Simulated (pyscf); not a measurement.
H₂C=CH–GeH₃, singlet

Gas-phase minimum from PySCF at ωB97X-D3(BJ)/def2-SVP, one conformer. 

SMILES: C=[CH][GeH3]
```xyz
9

C     -1.3288    -1.1526    -2.5134
C     -1.5917    -0.5607    -1.3444
Ge    -0.2796    -0.4146     0.0762
H     -0.3474    -1.5909    -2.7325
H     -2.0812    -1.2280    -3.3080
H     -2.5922    -0.1396    -1.1810
H      1.0252    -1.0751    -0.3982
H     -0.0135     1.0617     0.4185
H     -0.7790    -1.1192     1.3496
```

Bonded distances (Å): C1–C2 1.336, C1–H4 1.097, C1–H5 1.097, C2–Ge3 1.939, C2–H6 1.098, Ge3–H7 1.537, Ge3–H8 1.539, Ge3–H9 1.539. Angles (°): C2–C1–H4 121.9, C2–C1–H5 121.9, H4–C1–H5 116.2, C1–C2–Ge3 122.8, C1–C2–H6 118.6, Ge3–C2–H6 118.6, C2–Ge3–H7 108.4, C2–Ge3–H8 110.6, C2–Ge3–H9 110.6, H7–Ge3–H8 109.5, H7–Ge3–H9 109.5, H8–Ge3–H9 108.1.

Properties at ωB97X-D3(BJ)/def2-SVP:

| Item | Value |
|---|---|
| Harmonic wavenumbers, unscaled | 122, 266, 425, 553, 658, 670, 863, 902, 916, 1006, 1019, 1049, 1283, 1428, 1712, 2175, 2184, 2186, 3146, 3180, 3240 cm⁻¹ |
| Zero-point energy | 41.4 kcal/mol |
| Rotational symmetry number | 1 |
| Entropy of this conformer at 298 K and 1 atm, rigid rotor and harmonic oscillator, modes under 100 cm⁻¹ raised to 100 | 298.9 J/(mol K) |
| Dipole moment | 0.57 D |

Single-point totals, which compare only within one level (frozen core for MP2 and CC):

```tsv
level	total energy (hartree)
ωB97X-D3(BJ)/def2-TZVP	-2156.81735
PBE/def2-TZVP	-2156.37793
r²SCAN/def2-TZVP	-2156.75009
B3LYP-D3(BJ)/def2-TZVP	-2156.87876
PBE0-D3(BJ)/def2-TZVP	-2156.45197
M06-2X/def2-TZVP	-2156.76794
ωB97M-D3(BJ)/def2-TZVP	-2156.85372
HF/def2-TZVPP	-2154.58985
MP2/def2-TZVPP	-2155.18367
CCSD/def2-TZVPP	-2155.21600
CCSD(T)/def2-TZVPP	-2155.24132
```

Soft torsions are taken as harmonic, which can shift the entropy by several J/(mol K). The CCSD(T) − MP2 part came from Ansatz, without density fitting, on the same reference. The frozen core leaves the outer d or s,p core shells of the metals and heavy elements correlated in the MP2 and CC values, and def2-TZVPP describes them poorly, so these totals are far from the basis limit. Elements up to Kr have no core potential and no relativistic terms here.
